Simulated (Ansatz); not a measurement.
Frontier orbitals of C5H9NO, SMILES `CN/C=C/C(C)=O`.

```xyz
16

C    -1.964    0.851   -1.765
N    -0.906   -0.093   -1.523
C    -0.158   -0.085   -0.399
C     0.663   -1.070    0.022
C     1.490   -0.983    1.211
C     1.455    0.280    2.047
O     2.209   -1.910    1.542
H    -2.103    0.990   -2.839
H    -2.922    0.542   -1.328
H    -1.691    1.817   -1.338
H    -0.930   -0.953   -2.046
H    -0.239    0.836    0.173
H     0.744   -2.000   -0.533
H     1.788    1.145    1.468
H     0.446    0.489    2.411
H     2.119    0.145    2.898
```

Charge 0, multiplicity 1. All single points use the PBE0-D4/def2-TZVP geometry. It is one conformer, not always the lowest. Basis def2-TZVPP, the Gaussian-basis code of Ansatz.

Orbital energies of one run (eV). Highest occupied ones, from the top: -6.39, -6.83, -9.68, -10.31, -10.63, -10.90, -11.74, -12.09, -12.34, -12.89, -13.38, -14.04, -14.61, -15.80. Empty: -0.60, 1.43, 1.71, 2.30, 2.40, 2.99.

(1) Which functional gave them?
A. r2SCAN0
B. ωB97M-V
C. r2SCANh
D. revPBE

Answers

(1) A. HOMO energies: r2SCAN0 -6.39, r2SCANh -5.78, ωB97M-V -8.32, revPBE -4.85 eV.
